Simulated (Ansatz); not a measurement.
Breaking a bond: SMILES Br[SiH3], singlet. The Si1–Br5 bond (Si1 also carries H, H, H; Br5 carries nothing else) is pulled apart rigidly from the PBE0/def2-TZVP optimised geometry.

Methods: RKS-PBE = restricted PBE/cc-pVTZ run with Ansatz (a first-principles code); UKS-PBE = unrestricted PBE/cc-pVTZ (Ansatz); UKS-PBE0 = unrestricted PBE0/cc-pVTZ (Ansatz); UCCSD(T) = CCSD(T) on UHF/cc-pVTZ, cores with 3d frozen in Ansatz.

Energies relative to the lowest point of each curve near equilibrium, in kJ/mol; the last columns give the difference from UCCSD(T):

```
R / Å  RKS-PBE  UKS-PBE  UKS-PBE0  UCCSD(T)  RKS-PBE − UCCSD(T)  UKS-PBE − UCCSD(T)  UKS-PBE0 − UCCSD(T)
-----  -------  -------  --------  --------  ------------------  ------------------  -------------------
1.76     335.3    335.3     326.9     346.4               -11.1               -11.1                -19.5
1.89     143.7    143.7     136.9     147.5                -3.8                -3.8                -10.6
1.97      75.4     75.4      70.0      76.7                -1.3                -1.3                 -6.8
2.09      19.5     19.5      16.4      19.1                 0.3                 0.3                 -2.7
2.17       3.7      3.7       2.4       3.3                 0.3                 0.3                 -0.9
2.22       0.0      0.0       0.0       0.0                 0.0                 0.0                  0.0
2.31       2.4      2.4       4.6       3.5                -1.1                -1.1                  1.1
2.44      19.7     19.7      25.4      23.4                -3.7                -3.7                  2.0
2.61      56.2     56.2      66.5      64.1                -8.0                -8.0                  2.3
2.77      96.3     96.3     111.0     108.7               -12.4               -12.4                  2.3
2.99     152.3    152.3     172.8     170.6               -18.3               -18.3                  2.2
3.34     231.1    231.1     260.7     264.6               -33.5               -33.5                 -3.9
3.68     290.8    290.6     318.7     331.5               -40.7               -40.9                -12.8
4.03     335.7    327.6     351.1     365.6               -29.9               -38.0                -14.5
4.48     374.4    351.9     372.7     379.6                -5.1               -27.7                 -6.8
4.83     394.0    362.1     381.5     383.0                11.0               -20.8                 -1.5
5.45     414.4    371.5     388.8     384.9                29.5               -13.4                  3.9
5.99     423.7    375.4     391.4     385.4                38.3               -10.0                  6.0
6.69     430.1    377.8     392.6     385.6                44.5                -7.8                  6.9
7.71     434.1    379.1     393.0     385.8                48.3                -6.6                  7.2
```

RKS-PBE is furthest from UCCSD(T) at 7.71 (48.3 kJ/mol, above); its mean absolute difference over the points is 17.1 kJ/mol.

UKS-PBE is furthest from UCCSD(T) at 3.68 (-40.9 kJ/mol, below); its mean absolute difference over the points is 13.0 kJ/mol.

UKS-PBE0 is furthest from UCCSD(T) at 1.76 (-19.5 kJ/mol, below); its mean absolute difference over the points is 5.7 kJ/mol.

The restricted form behind RKS-PBE keeps the bonding electrons paired and can't separate into open-shell fragments. The unrestricted determinant behind UKS-PBE is spin-contaminated at 3.68 to 7.71 Å (<S²> up to 0.8, against 0.00 for a pure singlet). The unrestricted determinant behind UKS-PBE0 is spin-contaminated at 3.68 to 7.71 Å (<S²> up to 1.0, against 0.00 for a pure singlet). The unrestricted determinant behind UCCSD(T) is spin-contaminated at 3.34 to 7.71 Å (<S²> up to 1.0, against 0.00 for a pure singlet).
